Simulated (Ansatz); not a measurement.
A CCSD(T) single point on CH₅FNSi, SMILES `[CH2][SiH](N)F` radical.

```yaml
crystal:
  periodic: [false, false, false]
  atoms:
    - {symbol: C, position_ang: [-0.637786, 1.275813, -0.546224]}
    - {symbol: Si, position_ang: [0.441949, -0.191692, -0.355862]}
    - {symbol: N, position_ang: [0.140371, -0.936780, 1.140634]}
    - {symbol: F, position_ang: [0.159551, -1.124016, -1.634049]}
    - {symbol: H, position_ang: [-1.062507, 1.564403, -1.502517]}
    - {symbol: H, position_ang: [-0.847688, 1.955079, 0.273938]}
    - {symbol: H, position_ang: [1.895620, 0.098901, -0.404131]}
    - {symbol: H, position_ang: [0.794615, -1.591469, 1.536423]}
    - {symbol: H, position_ang: [-0.795724, -1.096540, 1.474687]}
basis:
  gaussian: {orbitals: def2-TZVPP}
magnetization: {spin_polarized: true, initial_magnetization: 1}
correlation: {method: ccsd_t}
scf: {omitted_lower_state_checks: [cluster_reference]}
output: {orbitals: {seedname: orbitals}}
```

```sh
$ ansatz run in.yaml --threads 4 --pin off --events-out ev --progress --plain --max-ram 10444MiB
```

Log, shortened:

```
Functional definition: HF
1209 factors; integrals over basis functions are off by at most 1.2e-3 eV
mean field evaluation 1: about -13160.3621 eV, gradient 3.0e1 eV
mean field evaluation 2: about -13160.3655 eV, gradient 3.0e1 eV
mean field evaluation 4: about -13164.0717 eV, gradient 2.6e0 eV
mean field evaluation 8: about -13164.1344 eV, gradient 1.9e-1 eV
mean field -13164.13520616 eV, -483.7730458549 hartree, gradient 2.9e-6 eV, S^2 0.760179; 0 other end points of the search recorded, 0 dependent functions left out
8 core orbitals not correlated: weight in the atoms' cores, before any rotation towards them, 1.000 or more for the frozen orbitals, at most 0.000 for the correlated occupied ones
reference -13164.13520616 eV, -483.7730458549 hartree; 13, 12 occupied and 184, 185 virtual orbitals, 1209 factors
second order -19.74373164 eV of doubles, -0.00000000 eV of singles
cycle   1  -20.17174556 eV  change   -4.3e-1 eV  update   8.6e-2
cycle   2  -20.58952806 eV  change   -4.2e-1 eV  update   2.6e-2
cycle   3  -20.69248300 eV  change   -1.0e-1 eV  update   1.3e-2
cycle   4  -20.68752550 eV  change    5.0e-3 eV  update   3.7e-3
cycle   5  -20.68611977 eV  change    1.4e-3 eV  update   1.6e-3
cycle   6  -20.68675147 eV  change   -6.3e-4 eV  update   6.2e-4
cycle   7  -20.68669154 eV  change    6.0e-5 eV  update   2.5e-4
cycle   8  -20.68669745 eV  change   -5.9e-6 eV  update   1.2e-4
cycle   9  -20.68673745 eV  change   -4.0e-5 eV  update   5.3e-5
cycle  10  -20.68670807 eV  change    2.9e-5 eV  update   2.8e-5
perturbative correction -0.67485659 eV, -0.0248005222 hartree
Total energy: -13185.49677082 eV, -484.5580688768 hartree
Checks for a lower state left out: cluster_reference
```

It took 3.7 min on 4 threads of an Arm Neoverse V1 on a shared host, with 7.2 GiB of host memory at the peak.

The correlation energy is -21.362 eV, 3.2 % of it from (T); the T1 diagnostic reads 0.0111.
